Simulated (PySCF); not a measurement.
## PdN: one state, many levels of theory

State: ⁴Σ⁻ (quartet), unpaired electrons σ ↑, π ↑↑. Set-up: Pd def2-TZVPP with ECP28, N def2-TZVPP; scalar-relativistic core potentials (PySCF 2.14). De refers to Pd (4d10) + N in their high-spin ground configurations, without counterpoise correction. The functionals are run spin-unrestricted. A positive dipole means Pd(−)N(+).

| Level | Re (Å) | ωe (cm⁻¹) | De (eV) | μ (D) |
| --- | --- | --- | --- | --- |
| ROHF | 2.002 | 496 | n/a | -5.19 |
| ROHF-MP2 | 1.701 | 738 | n/a | n/a |
| ROHF-SCS-MP2 | 1.752 | 676 | n/a | n/a |
| PBE | 1.772 | 710 | 3.05 | -2.92 |
| PW91 | 1.773 | 709 | 3.06 | -2.91 |
| r²SCAN | 1.769 | 695 | 2.78 | -2.92 |
| PBE0 | 1.791 | 646 | 2.18 | -3.15 |
| B97-3 | 1.810 | 621 | 1.96 | -3.26 |
| MN15 | 1.794 | 648 | 2.12 | -3.06 |
| BHandHLYP | 1.852 | 552 | 1.43 | -3.26 |
| LC-ωPBE | 1.789 | 632 | 1.94 | -3.51 |

The bond length runs from 1.701 Å (ROHF-MP2) to 2.002 Å (ROHF). De spans 1.43 eV (BHandHLYP, global hybrid GGA) to 3.06 eV (PW91, GGA).

Correlated steps freeze 1 core orbital. The metal atom is held in its measured ground configuration; semilocal functionals can put another filling of s and d lower by some tenths of an eV, and De to that atom would be smaller. Spin–orbit coupling is left out, which matters for elements this heavy, above all for dissociation energies. The state is the lowest single determinant that the PBE0 search found; with open d or f shells the true ground state can be another one.
